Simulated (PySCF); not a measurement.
C₂H₁₀N₂Si.
SMILES with atom numbers: `[CH3:1][NH:2][SiH2:3][NH:4][CH3:5]` (hydrogens: H6, H7, H8 on C1; H9 on N2; H10, H11 on Si3; H12 on N4; H13, H14, H15 on C5)

Cartesian coordinates in Å at the PBE0-D3(BJ)/def2-SVP level; atoms count from 1:
```
atom  x, y, z in Å
C1    -2.723    0.275   -0.085
N2    -1.320    0.598   -0.034
Si3   -0.032   -0.461    0.407
N4     1.360   -0.022   -0.512
C5     2.733   -0.079   -0.079
H6    -3.213    0.701   -0.979
H7    -2.850   -0.817   -0.142
H8    -3.294    0.618    0.799
H9    -1.118    1.591   -0.067
H10   -0.619   -1.827    0.189
H11    0.466   -0.412    1.825
H12    1.241    0.110   -1.510
H13    3.299    0.819   -0.385
H14    3.285   -0.961   -0.456
H15    2.773   -0.122    1.020
```

Computed, not measured: core-valence-separated Tamm–Dancoff BHandHLYP/aug-pcX-1 (pcseg-1 on H, def2-SVPD on Si) in PySCF, non-relativistic, gas phase, PBE0-D3(BJ)/def2-SVP geometry.

Computed nitrogen K-edge spectrum, Gaussian lines of 0.5 eV full width, highest printed point 100; it ends one width below the last computed root. The energies are unshifted.

photon energy (eV), absorption and a bar:
```
    398.6          1 
    398.7          4 #
    398.8         12 ###
    398.9         27 ########
    399.0         48 ##############
    399.1         68 ####################
    399.2         78 #######################
    399.3         71 #####################
    399.4         52 ################
    399.5         31 #########
    399.6         15 ####
    399.7          8 ##
    399.8         11 ###
    399.9         22 ######
    400.0         42 ############
    400.1         66 ####################
    400.2         85 ##########################
    400.3         92 ############################
    400.4         89 ###########################
    400.5         87 ##########################
    400.6         90 ###########################
    400.7         98 #############################
    400.8        100 ##############################
    400.9         89 ###########################
    401.0         69 #####################
```

Assign the maxima to core holes.

3 maxima:
- 399.2 eV: N2/N4 (silicon-bound nitrogen), 399.21 eV, f = 0.028, sum of 2, 100 % of the height at the exact maximum
- 400.3 eV: N2/N4 (silicon-bound nitrogen), 400.25 eV, f = 0.030, sum of 2, 86 % of the height at the exact maximum
- 400.8 eV: N2/N4 (silicon-bound nitrogen), 400.83 eV, f = 0.029, sum of 2, 75 % of the height at the exact maximum; N2/N4 (silicon-bound nitrogen), 400.62 eV, f = 0.009, sum of 2, 20 % of the height at the exact maximum

Roots within 0.03 eV on the same or equivalent atoms count as one line; shares under 12 % aren't listed.

Vibrational structure and lifetime widths aren't in the curve. The ionisation threshold wasn't computed; near and above it a finite basis only mimics Rydberg series and continuum.

One conformer stands for the species.
